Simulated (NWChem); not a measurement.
Species: C₂H₂F₃ cation

```xyz
7

F      0.1237    -1.8009     0.0000
C     -0.7166    -0.7769     0.0000
C      0.0117     0.5041     0.0000
F      1.2467     0.5614     0.0000
F     -0.5914     1.5902     0.0000
H     -1.3903    -0.7598    -0.8889
H     -1.3903    -0.7598     0.8889
```
Atoms are numbered in this order, from 1.

All runs: NWChem. Coordinates come from a PBE0/def2-SVP optimisation. Total energies compare along this basis series because the functional is fixed.

```json
[
 {"level": "PBE/def2-SVP", "basis functions": "80", "energy (Ha)": "-375.9071", "highest occupied level (eV)": "…", "orbital gap (eV)": "…"},
 {"level": "PBE/def2-SVPD", "basis functions": "125", "energy (Ha)": "-375.9315", "highest occupied level (eV)": "-15.22", "orbital gap (eV)": "4.03"},
 {"level": "PBE/def2-TZVP", "basis functions": "167", "energy (Ha)": "-376.3578", "highest occupied level (eV)": "-15.11", "orbital gap (eV)": "4.11"},
 {"level": "PBE/def2-TZVPP", "basis functions": "183", "energy (Ha)": "-376.3586", "highest occupied level (eV)": "-15.11", "orbital gap (eV)": "4.11"}
]
```

**Question.** Some entries are withheld; supply them.

**Answer.** 
- PBE/def2-SVP, highest occupied level (eV): -14.88
- PBE/def2-SVP, orbital gap (eV): 3.83
